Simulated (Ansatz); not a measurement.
`OB(F)Br` + `O[SiH3]` → `OB(F)O[SiH3]` + HBr at 400 K and 1 bar (ligand exchange at a B–Br bond).

Isolated molecules relaxed with PBE0-D4/def2-TZVP in Ansatz; ΔE leaves out vibrations. CBS: MP2 limit from def2 TZ/QZ plus the TZ coupled-cluster correction, frozen cores. For Br outer-core shells are correlated without core-valence functions, which leaves a few kJ/mol of doubt a bond. Scalar relativity is left out up to krypton. One conformer a species, not always the lowest.

```
       species  CCSD(T)/CBS energy (Eh)  H − E (kJ/mol)  S (J/(mol·K))
     `OB(F)Br`              -2773.83630            80.2          315.8
     `O[SiH3]`               -366.69042           120.0          276.4
`OB(F)O[SiH3]`               -566.62981           168.1          370.4
           HBr              -2573.91920            27.6          207.2
```

H − E and S are ideal-gas, rigid-rotor, harmonic terms from PBE0-D4/def2-TZVP, for one conformer and one mirror image of each species. 1 Eh = 2625.50 kJ/mol, R = 8.31446 J/(mol·K).

Task: By hand: ΔE, ΔH, ΔS and ΔG.

Result: ΔE = (-566.62981) + (-2573.91920) − (-2773.83630) − (-366.69042) = -0.02229 Eh = -58.5 kJ/mol. Δ(H − E) = 168.1 + 27.6 − 80.2 − 120.0 = -4.5, so ΔH = -63.0 kJ/mol. ΔS = 370.4 + 207.2 − 315.8 − 276.4 = -14.6 J/(mol·K). ΔG = -63.0 − 400 × (-14.6)/1000 = -57.2 kJ/mol.

Task: By hand: the equilibrium constant, and the temperature at which ΔG would vanish if ΔH and ΔS stayed fixed.

Result: log₁₀ K = −ΔG/(RT ln 10) = 7.5. ΔG = 0 at ΔH/ΔS = 4315 K, far beyond where these terms or the molecules hold.

The number of gas molecules stays the same, so ΔS is small and ΔH decides. A doubt of 5 kJ/mol in ΔE shifts log₁₀ K by 0.7 here. Other conformers and mirror images would add mixing entropy, several J/(mol·K) or more a flexible species. These are equilibria of isolated gas molecules and say nothing of rates. Largest T1 diagnostic: 0.012 (customary marks: 0.02 for closed shells, 0.045 for open ones).
